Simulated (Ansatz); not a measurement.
Reaction (formal exchange of groups at the Sn–C bond): `[CH3][SnH]([F])[CH2]Cl` + `F[SiH3]` → `[CH3][SnH]([F])[SiH2]F` + `CCl`

Calculated with Ansatz (gas phase, PBE0-D4/def2-TZVP geometries, no zero-point term in ΔE). CCSD(T)/CBS is the MP2 limit (def2-TZVPP, def2-QZVPP) plus CCSD(T) − MP2 in def2-TZVPP, frozen cores. This one scheme is used for every species. Functionals use def2-TZVPP. Elements past krypton have def2 core potentials. For Sn outer-core shells are correlated without core-valence functions, which leaves a few kJ/mol of doubt a bond. Each species was taken in one conformer, which may not be the lowest.

```tsv
level	ΔE (kJ/mol)
r2SCAN-D4	-37.5
ωB97X-V	-32.5
B2PLYP	-32.0
HF/def2-TZVPP	-32.3
CCSD/def2-TZVPP	-26.7
HF/def2-QZVPP	-32.2
MP2/def2-QZVPP	-21.6
SCS-MP2/def2-QZVPP	-22.3
```

Q: What does CCSD(T)/CBS give? (An estimate is asked.)

A: Ansatz gave: -27.2 kJ/mol. The listed levels differ from it by -10.3, -5.3, -4.8, -5.1, 0.5, -5.0, 5.6, 4.9 kJ/mol.

Largest T1 diagnostic among the species: 0.013.

In def2-TZVPP, CCSD(T) changes the Hartree–Fock value by +7.2 kJ/mol (the triples alone add +1.6 kJ/mol) and MP2 by +11.9 kJ/mol.
